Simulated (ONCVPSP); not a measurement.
**PBE ONCV dataset for Zr, scalar-relativistic all-electron reference.**

| Quantity | Value |
| --- | --- |
| Element | zirconium (Zr) |
| Generator | ONCVPSP 4.0.1 |
| Type | optimised norm-conserving Vanderbilt (ONCV) |
| Functional | PBE |
| Relativity | scalar-relativistic |
| Frozen core | [Kr] |
| Valence charge | 4 |
| Reference configuration | 4d2.5 5s1.5 |
| Partial waves | 5s: rc 2.75 bohr, ncon 4, nbas 8, qcut 2 1/bohr, local; p scattering state at 0.08 Ha: rc 2.75 bohr, ncon 4, nbas 8, qcut 3.2 1/bohr, 1 projector; 4d: rc 2.75 bohr, ncon 3, nbas 8, qcut 6.2 1/bohr, 2 projectors, debl 1.8 Ha |
| Local potential | the s channel |
| Core correction | none |

**Question.** Estimate the cutoffs (Ha) at which the residual kinetic energy of the hardest occupied pseudo-wave falls to 1 and 0.1 mHa per electron.

**Answer.** 11 Ha and 13 Ha.

**Question.** What does a ghost test show?

**Answer.** No bound ghost flagged; GHOST(+) flagged for p at 198.1 eV.

**Question.** Which valence shell sets the plane-wave cutoff?

**Answer.** 4d: 11 Ha for 1 mHa per electron, against 2 Ha for 5s.

**Question.** Tests: 4d2 5s2; 4d2 5s1; 4d2 5s0; 4d3 5s0. Which has the largest error in its energy relative to the reference configuration, and how large is it?

**Answer.** 4d2 5s0, with +142 meV (all-electron minus pseudo) on +19.56 eV.
